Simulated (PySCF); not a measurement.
C2H8SSi.
Cartesian coordinates in Å at the PBE0-D3(BJ)/def2-SVP level; atoms count from 1:
```
atom  x, y, z in Å
C1    -1.6703   -0.4055    0.1324
C2    -0.1980   -0.6441    0.4571
Si3    0.8679    0.9020    0.3311
S4     2.9257    0.5131    0.8401
H5    -1.8045   -0.0184   -0.8904
H6    -2.2573   -1.3341    0.2093
H7    -2.1244    0.3255    0.8202
H8     0.2328   -1.4031   -0.2193
H9    -0.0745   -1.0453    1.4774
H10    0.4336    1.9337    1.3194
H11    0.7685    1.4755   -1.0478
H12    3.1449   -0.3084   -0.2106
```

Level of theory: PBE0-D3(BJ)/def2-SVP geometry optimisation, gas phase in PySCF 2.14.0.

Take the most abundant isotopes and a rigid rotor. The values belong to one conformer with, in the numbering `[CH3:1][CH2:2][SiH2:3][SH:4]`, C1–C2–Si3–S4 179°, C2–Si3–S4–H 65°.

(1) Give the principal moments of inertia and the rotational constants in GHz.

(2) Classify the top.

(3) What does the inertial defect say?

(4) Which lines would a microwave search look for?

Answers

(1) Ia = 36.23, Ib = 281.95, Ic = 303.07 u·Å²; 505379 MHz·u·Å²/I gives 13948, 1792 and 1668 MHz, that is A = 13.948, B = 1.7925, C = 1.6676 GHz.

(2) A near-prolate asymmetric top; Ray's κ = -0.980.

(3) Not planar: Δ = Ic − Ia − Ib = -15.11 u·Å². For a rigid frame Δ = −2 Σ m c², so Σ m c² = 7.56 u·Å² lies off the ab plane: 7.48 from hydrogen and 0.08 from heavier atoms. The atom farthest from that plane is 1.24 Å away.

(4) The dipole components are |μa| = 1.58 D, |μb| = 0.63 D, |μc| = 0.81 D. The squared components, which scale the intensities, stand as 1.00 : 0.16 : 0.26 (a : b : c). Some lines, for components of 0.1 D or more:

```csv
type,branch,"J(Ka,Kc)",MHz,lower level (cm⁻¹)
a,Q,"5(1,4) ← 5(1,5)",1874,2.107
b,R,"5(0,5) ← 4(1,4)",5675,1.541
a,R,"2(1,2) ← 1(1,1)",6795,0.521
c,Q,"1(1,1) ← 1(0,1)",12156,0.115
a,R,"5(1,5) ← 4(1,4)",16984,1.541
c,Q,"5(2,4) ← 5(1,4)",35722,2.170
c,Q,"2(2,1) ← 2(1,1)",36467,0.760
b,Q,"2(2,0) ← 2(1,1)",36468,0.760
b,Q,"5(2,4) ← 5(1,5)",37595,2.107
c,R,"2(2,1) ← 1(1,1)",43637,0.521
b,R,"3(2,1) ← 2(1,2)",47227,0.748
c,R,"4(2,3) ← 3(1,3)",50869,1.088
b,R,"5(2,4) ← 4(1,3)",53330,1.582
b,R,"5(3,2) ← 4(2,3)",78398,2.784
c,R,"4(4,0) ← 3(3,0)",99368,4.361
b,R,"4(4,0) ← 3(3,1)",99368,4.361
c,R,"5(4,1) ← 4(3,1)",102828,4.822
b,R,"5(5,0) ← 4(4,1)",127264,7.675
```

Stationary, but not proved a minimum. These are rigid-rotor constants of the computed structure; measured ground-state constants (B0) also hold zero-point vibration. A rigid rotor knows nothing of internal rotation, which can split or shift real lines.

On one thread, Arm Neoverse V1 (aarch64), no GPU, shared host, this took 20 s wall and 0.54 GiB of memory at its peak. This is the geometry optimisation.
